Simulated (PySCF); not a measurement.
A structure optimised at PBE0-D3(BJ)/def2-SVP, used in a PySCF frequency run:

```xyz
6

W      0.0863     0.0857    -0.1527
O      1.7662     0.1716     0.0487
N     -0.2230    -0.9782    -1.4906
H      0.1198    -1.5999    -2.2188
F     -0.5827     1.7719    -0.5960
Cl    -0.8135    -0.8948     1.7014
```
Charge 0, spin multiplicity 1.

**Question.** Write its SMILES and formula.

**Answer.** [NH]=[W](=[O])([F])[Cl], ClFHNOW

**Question.** What are its rotational constants (standard atomic weights)?

**Answer.** 3.6498, 1.9471, 1.8259 GHz
